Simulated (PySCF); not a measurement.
Computed structure and properties of [Hg(NH3)]2+

System: [Hg(NH3)]2+ (singlet); start: template (C3v). Method: PySCF 2.14.0, RKS PBE0, Hg def2-SVP with ECP60, N def2-SVP, H def2-SVP; non-relativistic Hamiltonian with scalar-relativistic core potentials where named; density fitting; no spin-orbit coupling.

Input of the relaxation:

```python
mol = gto.M(atom='''
Hg     0.00000     0.00000    -0.17032
N     -0.00000    -0.00000     1.94968
H      0.93916     0.00004     2.34768
H     -0.46961     0.81332     2.34768
H     -0.46955    -0.81335     2.34768''',
    basis={'Hg': 'def2-SVP', 'N': 'def2-SVP', 'H': 'def2-SVP'},
    ecp={'Hg': 'def2-SVP'},
    charge=2, spin=0)
mf = dft.RKS(mol, xc='PBE0')
mf.grids.atom_grid = (50, 194)
mf = mf.density_fit()  # fitting sets: Hg def2-universal-JKFIT, N def2-universal-JKFIT, H def2-universal-JKFIT
mf.conv_tol = 1e-08; mf.max_cycle = 55
mf.kernel(dm0)  # dm0: converged density of the start geometry
# quasi-Newton relaxation in Cartesian coordinates to a largest gradient under 0.00045 Eh/bohr, steps kept in the point group
```

Run from Python with OMP_NUM_THREADS=2; the lines above give its settings. Where DIIS fails, smearing, a level shift and second-order steps follow.
It took 5.7 s on 2 threads of Intel(R) Xeon(R) Platinum 8259CL CPU @ 2.50GHz (Skylake/Cascade Lake) (shared host), from the converged density of the start.

Course of the relaxation:

```
step  energy above end (eV)  largest force component within the symmetry (eV/Å)
   0                 0.0426                                               0.863
   1                 0.0014                                               0.286
   2                 0.0002                                               0.108
   3                 0.0000                                               0.003
```

Relaxed geometry (C3v):

```xyz
5

Hg    0.0000    0.0000   -0.1570
N     0.0000    0.0000    1.9748
H     0.9731    0.0000    2.3348
H    -0.4866    0.8427    2.3348
H    -0.4865   -0.8427    2.3348
```

| contact | Å |
| --- | --- |
| Hg1–N2 (NH3) | 2.132 |

On the finer grid (75, 302):

The HOMO is -23.65 eV and the LUMO is -17.20 eV. The dipole about the centre of mass is 6.08 D. The set of Mulliken populations of Hg1 outside the core potential is s 2.62, p 6.07, d 9.95, f 0.00. The D3(BJ) dispersion energy (not in the energies) is -0.060 eV.

```csv
atom,Mulliken (e),Löwdin (e),spin (e)
Hg1,1.36,1.28,0.00
N2,-0.24,0.17,0.00
H3,0.29,0.18,0.00
H4,0.29,0.18,0.00
H5,0.29,0.18,0.00
```

On the grid (50, 194), as all that follows. Harmonic modes: a minimum; lowest 437 cm⁻¹ (negative: unstable), highest 3437 cm⁻¹, zero-point energy 1.044 eV.

Taking off one NH3 (charge 0, singlet; the rest: singlet) in vacuum, both parts rigid, costs 6.20 eV; the small basis without counterpoise inflates it. Parting with an electron moved from the ligand to the metal can be far cheaper, even downhill.

Rigid scan of NH3 along the line from its metal:

```csv
distance to N2 (Å),energy (eV)
1.83,0.834
1.93,0.311
2.03,0.066
2.13,0.000
2.23,0.048
2.33,0.165
2.53,0.500
```

One start shape was tried, so this needn't be the lowest isomer.
